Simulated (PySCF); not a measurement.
# Adding and removing an electron: GeTe

ωB97X; basis Ge def2-TZVPPD, Te def2-TZVPPD with ECP28; scalar-relativistic core potentials; PySCF 2.14. Neutral (UKS): singlet (closed shell), Re = 2.315 Å, ωe = 353 cm⁻¹, De = 4.51 eV, HOMO -9.11 eV, LUMO -0.74 eV.

GeTe⁻ (UKS): doublet (π ↑), Re = 2.442 Å, ωe = 281 cm⁻¹, De = 3.34 eV to Ge + Te⁻. The energies at the minima are -2345.14236 hartree for GeTe and -2345.17794 for GeTe⁻.

**Question.** Work out the adiabatic electron affinity, without and with harmonic zero-point energies (1 hartree = 27.2114 eV, 1 eV = 8065.5 cm⁻¹), and the change of the bond length.

**Answer.** At ωB97X: 0.03558 hartree = 0.968 eV between the minima; the zero-point term (353.0 − 281.0)/2 cm⁻¹ = +0.004 eV makes it 0.973 eV. Re changes by +12.7 pm against the neutral. The electron enters a π orbital, and the longer bond of the ion fits an antibonding orbital, or a change in how ionic the bond is.

Spin–orbit coupling is left out, which matters for elements this heavy, above all for dissociation energies. For an ion De counts to the pair picked by the measured ionisation energies or electron affinities, which need not be the lowest pair at this level. States were picked by a PBE0 search and need not be the measured ground states.
